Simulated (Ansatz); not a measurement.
`C=C1OC=C[SiH2]1`, relaxed with RKS PBE-D4/def2-SVP in Ansatz 0.2.0 from a rough embedded geometry. The force threshold is 0.03 eV/Å; the program also tests the step.

Total charge 0; spin multiplicity 1.

Start:

```xyz
12

C    -0.562    1.243    1.751
C    -0.323    0.503    0.615
O    -1.162    0.598   -0.473
C    -0.771   -0.108   -1.618
C     0.349   -0.905   -1.447
Si    1.086   -0.698    0.222
H     0.108    1.115    2.587
H    -1.392    1.864    1.794
H    -1.464   -0.089   -2.441
H     0.734   -1.564   -2.205
H     2.389   -0.037    0.185
H     1.008   -1.921    1.030
```

Q: By how much does the energy fall, and how many steps does the optimiser take? (An estimate is asked.)

A: Computed: 9.39 kcal/mol, in 6 steps.

Q: Which bonds change most? (Estimate.)

A: Computed: C1–H8 from 1.037 to 1.102 Å; Si6–H11 from 1.462 to 1.506 Å; Si6–H12 from 1.468 to 1.506 Å; O3–C4 from 1.401 to 1.369 Å.

Q: Give the relaxed structure. (Best estimate.)

A: Computed: 
```xyz
12

C    -0.588    1.230    1.726
C    -0.304    0.511    0.624
O    -1.151    0.623   -0.486
C    -0.758   -0.153   -1.544
C     0.346   -0.940   -1.489
Si    1.094   -0.716    0.198
H     0.060    1.161    2.611
H    -1.465    1.896    1.768
H    -1.449   -0.035   -2.394
H     0.637   -1.551   -2.353
H     2.466   -0.097    0.249
H     1.112   -1.930    1.090
```
